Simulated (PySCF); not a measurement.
## Spin states of CsSn⁺

Unrestricted PBE0; PySCF, scalar-relativistic core potentials, basis sets Cs def2-SVPD with ECP46, Sn def2-SVPD with ECP28. Outer shells of the fragments: Cs+ closed shells only; Sn 4d10 5s2 5p2.

Followed along the bond (rough minima from three points):

```
2Ms+1  unpaired  ⟨S²⟩ at the start  R at minimum (Å)  Te (eV)
    3  σ ↑, π ↑               2.00              4.29     0.00
    1  σ ↑, π ↓               1.01              4.31     0.28
    1      none               0.00              4.28     0.76
    3      π ↑↑               2.00  none in the scan   ≤ 0.33
    1      π ↑↓               1.01  none in the scan   ≤ 0.63
```

Solutions found at the starting distance of 3.655 Å, counted from the lowest of them; the search is not exhaustive and high or unbound solutions are not listed, so other states can lie among these:

```tsv
2Ms+1	unpaired	term	E (eV)	⟨S²⟩	⟨Lz²⟩	μ (D)
3	σ ↑, π ↑	³Π	0.00	2.00	1.00	-5.72
3	π ↑↑	³Σ⁻	0.28	2.00	0.00	-6.25
1	σ ↑, π ↓	mixed	0.29	1.01	1.00	-5.67
1	π ↑↓	mixed	0.57	1.01	2.01	-6.19
1	none	¹Σ⁺	0.85	0.00	0.00	-4.88
1	none	mixed	1.40	0.00	2.00	-5.91
3	σ ↑↑	³Σ⁺	4.11	2.00	0.00	4.47
3	σ ↑, δ ↑	³Δ	5.58	2.00	4.00	2.21
1	σ ↑, δ ↓	mixed	5.61	1.00	4.00	2.49
3	σ ↑↑, π ↑↓	mixed	6.38	3.00	2.01	-5.94
```

A term symbol is given only where ⟨S²⟩ and ⟨Lz²⟩ are close to those of a pure state; real π, δ and φ orbitals otherwise mix terms. A positive dipole points towards Sn; it is taken about the centre of mass and depends on that origin.

Spin–orbit coupling is left out.
